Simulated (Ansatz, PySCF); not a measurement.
Reaction (SMILES): C[SiH2]O[SiH2]C + H+ → C[SiH2][OH+][SiH2]C
Geometries: B3LYP-D3(BJ)/def2-TZVP minima from Ansatz (an electronic-structure program), one conformer each, not searched for the lowest.

Quantity: proton affinity (enthalpy at 298 K, with B3LYP-D3(BJ) rigid-rotor harmonic-oscillator terms from PySCF), positive where the reaction releases energy, in eV. Cores are frozen in the correlated levels unless marked. Spin-orbit coupling is left out. Non-relativistic. Basis-set limits of correlation are two-point, X^-3; Hartree-Fock from the larger set.

CCSD(T)/CBS(cc-pV(T+d)Z,cc-pV(Q+d)Z) (Ansatz) gives 8.21 eV.

Q: Another calculation gave 8.22 eV. Which level was it?
A) revPBE/def2-TZVPD (Ansatz)
B) SVWN5/def2-TZVPD (Ansatz)
C) BHLYP/def2-TZVPD (Ansatz)

A: C, BHLYP/def2-TZVPD (Ansatz). The others give 7.99 (SVWN5), 8.34 (revPBE) eV.
